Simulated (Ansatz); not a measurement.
CH4AlBCl+: where a starting geometry ends

The starting geometry of this gas-phase singlet was optimised with GFN2-xTB.

```xyz
8

C    -2.1421    1.7900   -0.1138
Al   -0.7479   -0.0966   -2.2546
B    -2.1428    0.4100   -0.8118
Cl    0.5749   -0.6400   -3.6328
H    -2.9782   -0.3807   -0.5569
H    -2.9457    2.3694   -0.5923
H    -1.2426    2.3985   -0.1854
H    -2.4572    1.7459    0.9303
```

Question: Where would you expect an optimisation with r2SCAN-D4/def2-SVP to take it?

Answer: It keeps its bonds.

The energy falls by 0.13 eV over 9 steps:

```csv
step,E − E(last) (eV)
1,0.126
2,0.017
3,0.001
4,0.001
5,0.000
6,0.000
7,0.000
8,0.000
9,0.000
```

Final geometry (Å):

```xyz
8

C    -2.1381    1.8247   -0.0756
Al   -0.7088   -0.1181   -2.2911
B    -2.1509    0.4659   -0.7678
Cl    0.6124   -0.7385   -3.7172
H    -2.9717   -0.4015   -0.6100
H    -2.9841    2.3519   -0.5813
H    -1.2572    2.4741   -0.1447
H    -2.4832    1.7379    0.9704
```

Frequencies at the end are all real (lowest 66 cm⁻¹). Run with Ansatz 0.2.0, 18 s on 2 threads of Intel(R) Xeon(R) Platinum 8259CL CPU @ 2.50GHz (Skylake/Cascade Lake), with other jobs on the host.
